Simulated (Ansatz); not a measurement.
ZnI2, relaxed as a singlet with RKS r2SCAN-D4/def2-TZVP in Ansatz, starting from the GFN2-xTB geometry. Force threshold 0.02 eV/Å.

In the def2 sets I takes a core potential; there is no spin–orbit coupling.

Start:

```xyz
3

Zn    0.000    0.000    0.001
I     2.277    0.528    0.720
I    -2.277   -0.528   -0.721
```

Q: Estimate the energy that the relaxation releases and the steps that it takes.

A: 0.02 eV, in 3 steps; 6.5 s on 4 threads of Arm Neoverse V1 on a shared host. No frequencies were taken in this run, so the end may be a saddle point.

Q: Does the start keep its bonding and symmetry?

A: By distances, no bond broke or formed. The bond that changes most is Zn1–I2, from 2.45 to 2.41 Å (atoms count from 1). Point group D∞h at the start, D∞h at the end, both within 0.05 Å.

Q: Predict the relaxed structure.

A: 
```xyz
3

Zn    0.000    0.000    0.000
I     2.240    0.519    0.709
I    -2.240   -0.519   -0.709
```
Bond lengths: 2 × I–Zn 2.41 Å.
